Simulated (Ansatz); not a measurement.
`C=C(S)I` + H₂ → `C=CI` + H₂S at 298.15 K and 1 bar (hydrogenolysis of a C–S bond).

Program: Ansatz. Geometries: PBE0-D4/def2-TZVP. ΔE: electronic, gas phase. CCSD(T)/CBS is the MP2 limit (def2-TZVPP, def2-QZVPP) plus CCSD(T) − MP2 in def2-TZVPP, frozen cores. This one scheme is used for every species. Elements past krypton have def2 core potentials. For I outer-core shells are correlated without core-valence functions, which leaves a few kJ/mol of doubt a bond. One conformer a species, not always the lowest.

| species | CCSD(T)/CBS energy (Eh) | H − E (kJ/mol) | S (J/(mol·K)) |
| --- | --- | --- | --- |
| `C=C(S)I` | -773.09187 | 124.7 | 322.0 |
| H₂ | -1.17544 | 35.1 | 130.4 |
| `C=CI` | -375.31882 | 122.0 | 283.2 |
| H₂S | -398.97279 | 49.9 | 205.7 |

H − E and S are ideal-gas, rigid-rotor, harmonic terms from PBE0-D4/def2-TZVP, for one conformer and one mirror image of each species. The MP2-based limit puts H₂ 0.8 mEh under its directly extrapolated value; such offsets cancel only in part. 1 Eh = 2625.50 kJ/mol, R = 8.31446 J/(mol·K).

Task: By hand: ΔE, ΔH, ΔS and ΔG.

Result: ΔE = (-375.31882) + (-398.97279) − (-773.09187) − (-1.17544) = -0.02430 Eh = -63.8 kJ/mol. Δ(H − E) = 122.0 + 49.9 − 124.7 − 35.1 = 12.1, so ΔH = -51.7 kJ/mol. ΔS = 283.2 + 205.7 − 322.0 − 130.4 = 36.5 J/(mol·K). ΔG = -51.7 − 298.15 × (36.5)/1000 = -62.6 kJ/mol.

Task: By hand: the equilibrium constant, and the temperature at which ΔG would vanish if ΔH and ΔS stayed fixed.

Result: log₁₀ K = −ΔG/(RT ln 10) = 11.0. ΔH and −TΔS have one sign here, so there is no such temperature.

ΔH outweighs TΔS. A doubt of 5 kJ/mol in ΔE shifts log₁₀ K by 0.9 here. Other conformers and mirror images would add mixing entropy, several J/(mol·K) or more a flexible species. These are equilibria of isolated gas molecules and say nothing of rates. Largest T1 diagnostic: 0.011 (customary marks: 0.02 for closed shells, 0.045 for open ones).
